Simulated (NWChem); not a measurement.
# NbClF4; SMILES [F][Nb]([F])([F])([Cl])[F]

Computed with NWChem. Geometry: optimised at PBE0/def2-SVP. Not confirmed as a minimum by frequencies. def2 effective core potentials on Nb; no spin-orbit coupling. Level M06-2X/def2-SVP: energy and gradient on several grids; changes count from the extra-fine grid, which is no exact limit either.

```
grid     size of the energy change (μHa)  largest change of a gradient component (μHa/bohr)
-------  -------------------------------  -------------------------------------------------
xcoarse                             5000                                               4000
coarse                              2000                                                700
medium                               100                                                200
fine                                < 10                                                 70
xfine                               < 10                                               < 30
```
